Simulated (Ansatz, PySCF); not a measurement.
Molecule: methoxy(trimethyl)silane, C4H12OSi, charge 0, multiplicity 1. 
Coordinates optimised at B3LYP-D3(BJ)/def2-TZVP (Ansatz, a quantum-chemistry and plane-wave program):
```xyz
18

Si     0.2560     0.2742    -0.0278
C     -0.2847     1.1092     1.5617
C      1.6991    -0.8675     0.3327
C      0.7084     1.5351    -1.3257
O     -1.0038    -0.5867    -0.6767
C     -1.6632    -1.6531    -0.0259
H     -1.1417     1.7643     1.3902
H      0.5242     1.7176     1.9739
H     -0.5665     0.3810     2.3259
H      2.5523    -0.3033     0.7175
H      2.0232    -1.3893    -0.5704
H      1.4422    -1.6206     1.0815
H      1.5392     2.1608    -0.9909
H      1.0070     1.0472    -2.2557
H     -0.1382     2.1884    -1.5462
H     -2.1298    -1.3286     0.9106
H     -2.4457    -2.0275    -0.6868
H     -0.9769    -2.4774     0.1964
```
Charge 0, spin multiplicity 1.

Quantity: vertical ionisation energy (to the doublet state of charge +1; each state is the SCF solution reached for its spin), in eV. Correlated levels leave the core frozen unless marked. UHF or UKS for open shells. Spin-orbit coupling is left out. No relativistic terms. 

```tsv
level	program	vertical ionisation energy (eV)
HF/aug-cc-pV(T+d)Z	Ansatz	9.00
SVWN5/def2-TZVPD	Ansatz	9.23
PBE/def2-TZVPD	Ansatz	9.08
r2SCAN/def2-TZVPD	Ansatz	9.25
B3LYP/def2-TZVPD	Ansatz	9.49
PBE0/def2-TZVPD	Ansatz	9.49
BHLYP/def2-TZVPD	Ansatz	9.77
CAM-B3LYP/def2-TZVPD	Ansatz	9.76
wB97M-V/def2-TZVPD	Ansatz	9.80
wB97X-V/def2-TZVPD	Ansatz	9.82
B2PLYP/def2-TZVPD	Ansatz	9.72
RI-MP2/aug-cc-pV(T+d)Z	Ansatz	10.64
```

For comparison, minus the highest occupied orbital energy (PySCF): 6.27 eV at SVWN5/def2-TZVPD, 9.03 eV at M06-2X/def2-TZVPD, 11.18 eV at HF/def2-TZVPD.
